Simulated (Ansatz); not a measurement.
`[F][AlH][CH2]CCl` + `[SiH3]S` → `[F][AlH][S][SiH3]` + `CCCl` at 400 K and 1 bar (ligand exchange at the Al–C bond).

Program: Ansatz. Geometries: PBE0-D4/def2-TZVP. ΔE: electronic, gas phase. CBS: MP2 limit from def2 TZ/QZ plus the TZ coupled-cluster correction, frozen cores. One conformer a species, not always the lowest.

```json
{"species": "`[F][AlH][CH2]CCl`", "CCSD(T)/CBS energy (Eh)": "-880.77864", "H − E (kJ/mol)": "204.6", "S (J/(mol·K))": "395.2"}
{"species": "`[SiH3]S`", "CCSD(T)/CBS energy (Eh)": "-689.27336", "H − E (kJ/mol)": "109.8", "S (J/(mol·K))": "293.0"}
{"species": "`[F][AlH][S][SiH3]`", "CCSD(T)/CBS energy (Eh)": "-1031.20495", "H − E (kJ/mol)": "129.1", "S (J/(mol·K))": "389.4"}
{"species": "`CCCl`", "CCSD(T)/CBS energy (Eh)": "-538.89655", "H − E (kJ/mol)": "195.0", "S (J/(mol·K))": "294.4"}
```

H − E and S are ideal-gas, rigid-rotor, harmonic terms from PBE0-D4/def2-TZVP, for one conformer and one mirror image of each species. 1 Eh = 2625.50 kJ/mol, R = 8.31446 J/(mol·K).

Q: By hand: ΔE, ΔH, ΔS and ΔG.

A: ΔE = (-1031.20495) + (-538.89655) − (-880.77864) − (-689.27336) = -0.04950 Eh = -130.0 kJ/mol. Δ(H − E) = 129.1 + 195.0 − 204.6 − 109.8 = 9.7, so ΔH = -120.3 kJ/mol. ΔS = 389.4 + 294.4 − 395.2 − 293.0 = -4.4 J/(mol·K). ΔG = -120.3 − 400 × (-4.4)/1000 = -118.5 kJ/mol.

Q: By hand: the equilibrium constant, and the temperature at which ΔG would vanish if ΔH and ΔS stayed fixed.

A: log₁₀ K = −ΔG/(RT ln 10) = 15.5. ΔG = 0 at ΔH/ΔS = 27341 K, far beyond where these terms or the molecules hold.

The number of gas molecules stays the same, so ΔS is small and ΔH decides. A doubt of 5 kJ/mol in ΔE shifts log₁₀ K by 0.7 here. Other conformers and mirror images would add mixing entropy, several J/(mol·K) or more a flexible species. Modes under 60 cm⁻¹, often nearly free rotors, make the harmonic entropy too high. These are equilibria of isolated gas molecules and say nothing of rates. Largest T1 diagnostic: 0.012 (customary marks: 0.02 for closed shells, 0.045 for open ones).
